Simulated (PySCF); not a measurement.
# Working out the ionisation energy of I⁺

I⁺ [Kr] 4d10 5s2 5p4 (3P) → I²⁺ [Kr] 4d10 5s2 5p3 (4S). All numbers are calculated (PySCF 2.14, scalar relativity through the core potential, in def2-QZVPPD with the def2 core potential (28 electrons) (8s7p5d4f1g, 91 functions)). Frozen: 4s2 4p6 4d10. Energies in hartree (1 hartree = 27.21139 eV):

```tsv
part	I⁺ (lower)	I²⁺ (upper)
UHF	-296.308966	-295.658984
CCSD correlation	-0.116501	-0.084235
(T)	-0.003758	-0.002553
```

Q: What does Hartree-Fock give?

A: (-295.658984) − (-296.308966) = 0.649982 hartree = 17.687 eV.

Q: What do CCSD and CCSD(T) give?

A: The CCSD correlation energies differ by 0.032266 hartree = 0.878 eV and the triples by 0.001205 hartree = 0.033 eV, so CCSD gives 18.565 eV and CCSD(T) 18.598 eV.

Measured between the centres of the two terms (NIST): 18.750 eV, so CCSD(T) (valence) is off by -0.152 eV.

What remains against the reference includes basis incompleteness, the frozen core and higher excitations.
